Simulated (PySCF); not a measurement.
Several molecules and their computed UV-vis stick spectra, shuffled. Method: TDDFT CAM-B3LYP/def2-SVPD, vertical, gas phase, core orbitals frozen in the response (PySCF 2.14.0, density-fitted response routines). Geometries: PBE0-D3(BJ)/def2-SVP; one conformer of each isolated species. Triplets are in the Tamm–Dancoff approximation. Relativistic effects are left out although some hold elements past zinc.

A. `C=C1C[C@H]1[O][GeH3]`
B. `FB(F)c1cccc(Cl)c1`
C. `O=S(=O)(O)CC#[N+][GaH3-]`
D. `CN([SiH3])CC(C)(C)C`
E. `FP(F)(F)(F)F`

Lowest singlet levels (six at most, fewer where fewer were computed) with oscillator strengths:

1. 253 nm (f 0.029); 219 nm (f 0.060); 193 nm (f 0.712); 185 nm (f 0.303); 184 nm (f 0.000); 183 nm (f 0.005); T1 3.78 eV
2. 223 nm (f 0.003); 219 nm (f 0.088); 202 nm (f 0.004); 196 nm (f 0.154); 185 nm (f 0.022); 184 nm (f 0.018); T1 5.31 eV
3. 122 nm (f 0.000 summed over 2 states); 114 nm (f 0.052 summed over 2 states); 109 nm (f 0.150); 108 nm (f 0.000); 101 nm (f 0.000); 100 nm (f 0.000 summed over 2 states) [of 10 roots; the last level is left out, as the window may have cut its degenerate partner]; T1 9.69 eV
4. 213 nm (f 0.008); 194 nm (f 0.038); 185 nm (f 0.003); 179 nm (f 0.002); 176 nm (f 0.038); 173 nm (f 0.013); T1 5.64 eV
5. 210 nm (f 0.002); 201 nm (f 0.019); 179 nm (f 0.012); 176 nm (f 0.256); 173 nm (f 0.035); 170 nm (f 0.038); T1 4.22 eV

**Question.** Match each spectrum to its molecule.

**Answer.** 1 = B, 2 = C, 3 = E, 4 = D, 5 = A.
- A: S1 at 5.91 eV, HOMO-1→LUMO (73%), HOMO-1→LUMO+2 (8%); Löwdin shares by element: HOMO carbon 54% or more, oxygen 21% (atoms not listed hold the other 26%); LUMO carbon 34% or more, germanium 15%, oxygen 8% (atoms not listed hold the other 43%); HOMO -8.86 and LUMO 0.60 eV.
- B: S1 at 4.90 eV, HOMO→LUMO (75%), HOMO-1→LUMO+1 (14%); Löwdin shares by element: HOMO carbon 48% or more, chlorine 25% (atoms not listed hold the other 26%); LUMO carbon 45% or more, boron 15% (atoms not listed hold the other 40%); HOMO -8.75 and LUMO -0.78 eV; point group Cs, 1 of its 6 listed states under f = 0.0005.
- C: S1 at 5.56 eV, HOMO-1/HOMO→LUMO (≥94%); Löwdin shares by element: HOMO (one of a set within 0.03 eV) hydrogen 55% or more, gallium 41%; LUMO carbon 39%, nitrogen 28%, sulfur 12% (atoms not listed hold the other 21%); HOMO -8.85 and LUMO -0.75 eV.
- D: S1 at 5.81 eV, HOMO→LUMO (63%), HOMO→LUMO+2 (18%), HOMO→LUMO+1 (13%); Löwdin shares by element: HOMO nitrogen 50%, carbon 16% or more, silicon 8% (atoms not listed hold the other 26%); LUMO carbon 21% or more, silicon 18% (atoms not listed hold the other 61%); HOMO -7.60 and LUMO 1.12 eV.
- E: S1 at 10.13 eV, HOMO-1/HOMO→LUMO (≥82%); Löwdin shares by element: HOMO (one of a set within 0.03 eV) fluorine 99% or more; LUMO phosphorus 41%, fluorine 39% or more (atoms not listed hold the other 20%); HOMO -13.97 and LUMO 0.18 eV; point group D3h, 6 of its 9 listed states under f = 0.0005.
A and D have S1 within 0.11 eV of each other; their strongest listed levels stand at 7.03 eV (f 0.256) and 7.04 eV (f 0.038).

A slash joins orbitals within 0.01 eV of each other, whose weights are summed (≥ marks a lower bound).

Without π bonds the low states are Rydberg-like; a valence basis with one diffuse set may place them up to an eV too high.
